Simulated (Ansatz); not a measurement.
Relaxation of C$_{2}$H$_{9}$NOSi (14 atoms, charge 0, multiplicity 1), to a largest force component of 0.02 eV/Å in at most 40 steps.

All numbers below come from RKS BLYP/6-31G in Ansatz.

```xyz
14
Properties=species:S:1:pos:R:3
Si 0.000 0.000 0.000
N 0.000 0.000 1.820
C -1.216 -0.376 2.555
H -1.864 -1.000 1.905
H -0.938 -0.953 3.461
H -1.766 0.540 2.855
C 1.216 0.376 2.555
H 1.464 -0.416 3.292
H 2.058 0.494 1.842
H 1.046 1.335 3.087
H 1.377 0.000 -0.486
H -0.688 1.191 -0.486
O -0.791 -1.371 -0.559
H -1.246 -1.837 0.213
```

Q: Where does it end, and by what steps?

A: The run converged. Limits of this set-up: no polarisation functions. After 14 steps the energy has fallen by 0.597 eV; H14 moved furthest, 1.70 Å.

| step | energy less start (eV) | largest force component (eV/Å) | accepted |
| --- | --- | --- | --- |
| 0 | 0.0000 | 2.135 | yes |
| 1 | -0.2897 | 1.078 | yes |
| 2 | -0.3792 | 0.471 | yes |
| 3 | -0.4233 | 0.365 | yes |
| 4 | -0.4478 | 1.238 | yes |
| 5 | -0.5125 | 0.287 | yes |
| 6 | -0.5319 | 0.240 | yes |
| 7 | -0.5443 | 0.576 | yes |
| 8 | -0.5599 | 0.478 | yes |
| 9 | -0.5864 | 0.204 | yes |
| 10 | -0.5373 | 0.879 | no |
| 11 | -0.5929 | 0.102 | yes |
| 12 | -0.5965 | 0.061 | yes |
| 13 | -0.5796 | 0.636 | no |
| 14 | -0.5972 | 0.015 | yes |

```xyz
14
Properties=species:S:1:pos:R:3
Si -0.223 -0.084 0.051
N -0.100 0.132 1.814
C -1.292 0.089 2.690
H -2.208 0.176 2.086
H -1.352 -0.854 3.273
H -1.269 0.930 3.410
C 1.189 0.141 2.536
H 1.352 -0.789 3.122
H 2.021 0.251 1.822
H 1.228 0.993 3.243
H 1.079 0.474 -0.484
H -1.469 0.614 -0.410
O -0.498 -1.698 -0.595
H 0.195 -2.392 -0.503
```

Time of the run: 76 s on 1 thread of Arm Neoverse V1 (shared host), peak memory 0.17 GiB.
